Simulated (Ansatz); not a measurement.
Mulliken charges of BF$_{2}$GaH$_{2}$, SMILES `F[BH][GaH][F]` from B3LYP/def2-TZVPP in Ansatz (PBE0-D4/def2-TZVP geometry).

```csv
atom,x (Å),y (Å),z (Å),charge (e)
F1,1.027,-1.493,-1.136,-0.186
B2,0.899,-0.264,-0.673,0.279
Ga3,-0.657,0.182,0.694,0.352
F4,-2.065,0.904,-0.098,-0.397
H5,1.698,0.540,-1.076,0.013
H6,-0.859,0.068,2.242,-0.061
```

Question: By hand: the dipole of these point charges (1 e Å = 4.8032 D).

Answer: Σ q r = (0.723, -0.088, 0.156) e Å, of length 0.745 e Å = 3.58 D.

Question: How does the dipole of the full density compare? (Estimate.)

Answer: The calculation gave: (0.453, -0.094, 0.162) e Å, 2.35 D; the point charges give 1.52 times that, at 9° from its direction.

Point charges leave out the atoms' own dipoles, such as those of lone pairs, and Mulliken's split depends on the basis, so the two needn't agree.

B3LYP here is the variant with VWN-RPA as its local correlation; programs differ in this.
